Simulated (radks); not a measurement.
The numbers below are computed, except where a source is named.
Excited configurations of Pt I: one electron is placed in a higher orbital outside [Xe] 4f14 5d9. The ground configuration is [Xe] 4f14 5d9 6s1. Code: a radial shooting solver on a logarithmic mesh with Libxc functionals. Model: non-relativistic Kohn-Sham, PBE, spin-polarised, spherical densities, point nucleus; open shells are filled with parallel spins first (spin-orbit coupling, left out, can overturn this in heavy ions); relativity is left out, which matters for an element this heavy. Excitation = E - E(ground); binding = E(ion) - E, where the ion is the core of charge +1; n* = 1/sqrt(2 binding) in atomic units, and the quantum defect is n - n*.

| outer orbital | excitation (eV) | binding (eV) | n* | quantum defect | eigenvalue (eV) | <r> (bohr) |
|---|---|---|---|---|---|---|
| 6p | 3.467 | 4.005 | 1.843 | 4.157 | -1.904 | 4.798 |
| 6d | 5.820 | 1.652 | 2.870 | 3.130 | -0.803 | 10.10 |
| 6f | 6.800 | 0.672 | 4.500 | 1.500 | -0.405 | 28.32 |
| 7s | 4.963 | 2.509 | 2.329 | 4.671 | -1.545 | 8.807 |
| 7p | 5.635 | 1.837 | 2.721 | 4.279 | -1.091 | 11.28 |
| 7d | 6.435 | 1.037 | 3.622 | 3.378 | -0.603 | 19.13 |

The Delta-SCF ionisation energy is 7.472 eV (NIST Atomic Spectra Database: 8.959 eV, measured). Self-interaction in the functional shifts the binding energies and quantum defects, so they are the method's values and not measured ones. Relativity is left out here, which matters for elements this heavy. Open shells are spherical and high-spin; term and fine-structure splittings are not resolved.
